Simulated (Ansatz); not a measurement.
One change: `FC(F)(F)C1=CC(C(F)(F)F)=[O+][Sn-]([Cl])[O]1` becomes `[CH3][Mg-]1[O]C(C(F)(F)F)=CC(C(F)(F)F)=[O+]1`.

Ansatz, PBE0-D4/def2-TZVP geometries, multiplicity 1. 

Elements past krypton have def2 core potentials.

| property | `FC(F)(F)C1=CC(C(F)(F)F)=[O+][Sn-]([Cl])[O]1` |
| --- | --- |
| HOMO–LUMO gap (PBE0/def2-TZVPP) / eV | 4.84 |
| HOMO energy (PBE0/def2-TZVPP) / eV | -8.08 |
| HOMO energy (B3LYP/def2-TZVPP) / eV | -7.90 |
| HOMO energy (ωB97M-V/def2-TZVPP) / eV | -10.15 |
| size of the dipole moment (B3LYP/def2-TZVPP) / D | 2.39 |
| LUMO energy (B3LYP/def2-TZVPP) / eV | -3.43 |

Task: Give the same properties after the change, and the shifts. (Estimate.)

Result: The calculation gave: 
| property | `[CH3][Mg-]1[O]C(C(F)(F)F)=CC(C(F)(F)F)=[O+]1` | shift |
| --- | --- | --- |
| HOMO–LUMO gap (PBE0/def2-TZVPP) / eV | 4.04 | -0.80 |
| HOMO energy (PBE0/def2-TZVPP) / eV | -7.11 | 0.97 |
| HOMO energy (B3LYP/def2-TZVPP) / eV | -6.90 | 1.00 |
| HOMO energy (ωB97M-V/def2-TZVPP) / eV | -9.39 | 0.76 |
| size of the dipole moment (B3LYP/def2-TZVPP) / D | 1.00 | -1.39 |
| LUMO energy (B3LYP/def2-TZVPP) / eV | -3.28 | 0.15 |

With PBE0 the HOMO rises by 0.97 eV and the LUMO rises by 0.17 eV, so the gap narrows by about 0.80 eV. PBE moves the HOMO by 1.04 eV and ωB97M-V by 0.76 eV. Dipoles are sizes alone; their direction can turn.

B3LYP here is the variant with VWN-RPA as its local correlation; programs differ in this.
